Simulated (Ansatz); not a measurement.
```yaml
crystal:
  periodic: [false, false, false]
  atoms:
    - {symbol: C, position_ang: [-0.662290, 0.536566, -0.443261]}
    - {symbol: Ge, position_ang: [1.342636, 0.521214, -0.509989]}
    - {symbol: O, position_ang: [1.820277, -0.602936, 0.409958]}
    - {symbol: H, position_ang: [-0.937876, -0.675754, -0.290656]}
    - {symbol: H, position_ang: [-1.151705, 1.305006, -0.596987]}
    - {symbol: H, position_ang: [-0.671525, 0.905642, 0.937167]}
    - {symbol: H, position_ang: [0.916703, -1.366859, 0.857322]}
basis:
  gaussian: {orbitals: "6-31G*"}
hamiltonian: {xc: {name: LC-wPBE}}
```

```sh
$ ansatz run in.yaml --threads 2 --pin off --events-out ev --progress --plain --max-ram 32768MiB --backend cpu
```

Shortened log:

```
Functional definition: LC-wPBE
841 factors; their error is unknown
257 factors; integrals over basis functions are off by at most 1.5e-5 eV
mean field evaluation 1: about -59639.8545 eV, gradient 5.2e1 eV
mean field evaluation 2: about -59638.9171 eV, gradient 6.1e1 eV
mean field evaluation 4: about -59645.1794 eV, gradient 2.0e0 eV
mean field evaluation 8: about -59645.1933 eV, gradient 7.5e-2 eV
mean field evaluation 16: about -59645.1586 eV, gradient 6.3e-5 eV
mean field -59645.15862675 eV, -2191.9191505926 hartree, gradient 1.5e-5 eV, S^2 0.000000; 0 other end points of the search recorded, 0 dependent functions left out
reference -59645.15862676 eV, -2191.9191505928 hartree; 25, 25 occupied and 48, 48 virtual orbitals, 841 factors
Total energy: -59645.15862676 eV, -2191.9191505928 hartree
```

Run time 1.9 s (2 threads of a server CPU on a shared host); peak host memory 0.3 GiB.
